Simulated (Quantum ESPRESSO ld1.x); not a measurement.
Results of a calculation; reference values are marked as such.
Orbital energies (hartree) of the terbium ion Tb11+, [Kr] 4d10 4f6 5s2: non-relativistic, with first-order perturbation theory as ld1.x prints it (mass-velocity, Darwin and spin-orbit terms), and from the self-consistent Dirac equation with open shells shared by 2j + 1. Spin-unpolarised spherical Kohn-Sham, revPBE, point nucleus, ld1.x of Quantum ESPRESSO 7.5.

| orbital | non-rel. | first order | Dirac |
|---|---|---|---|
| 1s1/2 | -1794.39 | -1910.93 | -1911.35 |
| 2s1/2 | -292.766 | -323.245 | -322.847 |
| 2p1/2 | -279.108 | -308.520 | -307.130 |
| 2p3/2 | -279.108 | -284.816 | -279.691 |
| 3s1/2 | -70.3496 | -77.8370 | -77.3598 |
| 3p1/2 | -64.2492 | -71.2200 | -70.5349 |
| 3p3/2 | -64.2492 | -66.3759 | -64.8673 |
| 3d3/2 | -52.8898 | -54.6827 | -53.1292 |
| 3d5/2 | -52.8898 | -53.4554 | -51.8928 |
| 4s1/2 | -19.3793 | -21.2524 | -21.0886 |
| 4p1/2 | -16.9614 | -18.6041 | -18.4026 |
| 4p3/2 | -16.9614 | -17.5111 | -17.1150 |
| 4d3/2 | -12.6316 | -13.0273 | -12.6764 |
| 4d5/2 | -12.6316 | -12.7908 | -12.4379 |
| 4f5/2 | -7.2176 | -7.2871 | -7.0657 |
| 4f7/2 | -7.2176 | -7.2447 | -7.0260 |
| 5s1/2 | -7.4761 | -7.9302 | -7.8815 |
| 5p1/2 (empty) | -6.6453 | -7.0245 | -6.9690 |
| 5p3/2 (empty) | -6.6453 | -6.7752 | -6.6798 |
| 6s1/2 (empty) | -4.0352 | -4.2116 | -4.1890 |

First order keeps the non-relativistic potential frozen, so it lacks the indirect effect: the contracted s and p shells screen the nucleus better and push d and f levels up in the self-consistent Dirac solution.
